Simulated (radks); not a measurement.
Question: The tungsten ion W12+, configuration [Kr] 4d10 4f14 5s2. Calculated with a radial shooting solver on a logarithmic mesh with Libxc functionals: scalar-relativistic Kohn-Sham, PBEsol, spin-polarised, spherical densities, finite nucleus; Fermi nuclear charge, rms radius 5.3658 fm. Some entries of the table are withheld. Estimate them.

orbital,occ.,eigenvalue (hartree),<r> (bohr)
1s,2,-2560.200,0.01835
2s,2,(1),(2)
2p,6,-393.4299,0.06944
3s,2,-109.2857,(3)
3p,6,(4),0.2013
3d,10,-74.15272,0.1823
4s,2,-28.69448,(5)
4p,6,-23.33258,0.4774
4d,10,-16.52069,0.5087
5s,2,(6),0.9807
4f,14,-8.90486,0.5709

Answer: 
(1) 2s eigenvalue (hartree): -448.5263
(2) 2s <r> (bohr): 0.07759
(3) 3s <r> (bohr): 0.2011
(4) 3p eigenvalue (hartree): -92.95909
(5) 4s <r> (bohr): 0.4494
(6) 5s eigenvalue (hartree): -10.11433
